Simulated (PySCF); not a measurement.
silole cation (C4H6Si), SMILES C1=C[SiH2]C=C1 (connectivity only; charge and spin as stated), charge +1, multiplicity 2.

The structure is a stationary point at PBE-D3(BJ)/def2-SVP. The spin state was assumed, not searched.

These are PBE/def2-TZVP run with PySCF values and carry that method's errors.

Isolated molecule, no solvent.

**Question.** Estimate the frontier levels, dipole moment and polarisability. (Estimate from the structure and the level; the computed values follow.)

**Answer.** 
The α spin, highest occupied and lowest empty level comes out as -12.31 and -9.19 eV and the β spin, highest occupied and lowest empty level is -13.33 and -11.21 eV. The dipole moment about the centre of nuclear charge comes out as 0.256 e·Å and the mean static polarisability comes out as 65.9 bohr³ (9.76 Å³). The polarisability, principal values is 43.5, 73.9, 80.2 bohr³. The ⟨S²⟩ is 0.759 (pure state 0.75).
